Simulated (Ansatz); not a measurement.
## The dipole moment down a group: F to Br

One atom is swapped for its congeners: CH4BFO2 `COB(O)F`; CH4BClO2 `COB(O)Cl`; CH4BBrO2 `COB(O)Br`. All are singlets with charge 0.

Shapes, held fixed at every level: PBE0-D4/def2-TZVP. Flexible molecules stand in one conformer, not always the lowest. Programs: Ansatz 0.2.0. Values in D.

```
               level  CH4BFO2  CH4BClO2  CH4BBrO2
   PBE-D4/def2-TZVPP     1.68      2.36      0.68
r2SCAN-D4/def2-TZVPP     1.71      2.42      0.69
 B3LYP-D4/def2-TZVPP     1.75      2.41      0.79
  wB97M-V/def2-TZVPP     1.74      2.41      0.77
```

At wB97M-V/def2-TZVPP the dipole moment isn't monotonic: it is largest for Cl and smallest for Br (2.41 and 0.77 D). Every level shows the same order. Relativity is left out for Br unless named. Magnitudes only: a dipole under 1 D may point either way.
